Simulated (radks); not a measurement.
Neutral antimony inside a hard spherical wall (all orbitals vanish at R), configuration held at [Kr] 4d10 5s2 5p3 and not refilled when levels cross. Calculated with a radial shooting solver on a logarithmic mesh with Libxc functionals: scalar-relativistic Kohn-Sham, r2SCAN, spin-polarised, spherical densities, finite nucleus; open shells are filled with parallel spins first (spin-orbit coupling, left out, can overturn this in heavy ions); meta-GGA in the generalised Kohn-Sham scheme; Fermi nuclear charge, rms radius 4.6802 fm. Eigenvalues in eV for spin up, with the zero of energy where the potential of the charges vanishes at infinity; a dash marks a level that is unbound or too diffuse for the functional's potential to be trusted. A positive occupied level is held by the wall or, in an anion where self-interaction has pushed it up, behind a barrier. The pressure on the wall is -dE/dV.

R (bohr)  E (hartree)  kinetic (hartree)    e(4p)    e(4d)    e(5s)   e(5p)  e(6s, empty)  e(5d, empty)  pressure (GPa)
free      -6482.21510           6779.663  -104.31  -34.191  -14.105  -5.827             -             -               0
15        -6482.21510           6779.663  -104.31  -34.191  -14.105  -5.827         0.089         1.365        < 0.0001
12        -6482.21509           6779.663  -104.30  -34.190  -14.103  -5.826         0.356         1.756        0.000273
10        -6482.21493           6779.665  -104.29  -34.175  -14.092  -5.814         0.836         2.174         0.00553
5         -6482.08417           6780.424  -101.42  -31.390  -12.043  -3.217        14.624         9.142            16.8
4         -6481.68636           6782.200  -97.227  -27.393   -8.444   1.653        33.295        18.007             112
3         -6479.76524           6789.525  -86.772  -17.541    4.385  18.355        87.785        43.995            1070
2.5       -6476.27850           6802.073  -74.920   -6.059   24.153  42.691        156.47        77.197            4240
1.5       -6423.32808           6971.057   16.355   94.097   256.46  297.95        719.46        358.91          172000
